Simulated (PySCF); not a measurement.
# La²⁺ (lanthanum, charge +2) across methods

[Xe] 5d1, 2D determinant. Computed with PySCF 2.14 in ANO-RCC-VTZP (8s7p5d3f2g1h, 104 functions), with scalar relativity by spin-free X2C-1e.

```
   method  E (hartree)  mean ε 5p α (eV)  mean ε 5p β (eV)  mean ε 5d α (eV)  Σ⟨r²⟩ (bohr²)   ⟨S²⟩
BHandHLYP     -8491.54           -38.591           -37.902           -17.101          47.79  0.752
     PBE0     -8491.20           -36.995           -36.401           -16.320          47.62  0.752
      PBE     -8491.14           -35.137           -34.683           -15.322          47.68  0.751
  LC-wPBE     -8491.09           -39.945           -39.290           -18.834          47.44  0.753
      LDA     -8484.29           -35.299           -34.893           -15.210          47.69  0.750
      UHF  -8488.37263           -41.385           -40.310           -18.576          48.01  0.755
      M06     -8491.73           -36.746           -36.219           -16.124          47.60  0.751
   r2SCAN     -8491.53           -35.687           -35.217           -15.470          47.67  0.753
```

Spin-orbit coupling, absent here, splits the open shell strongly.
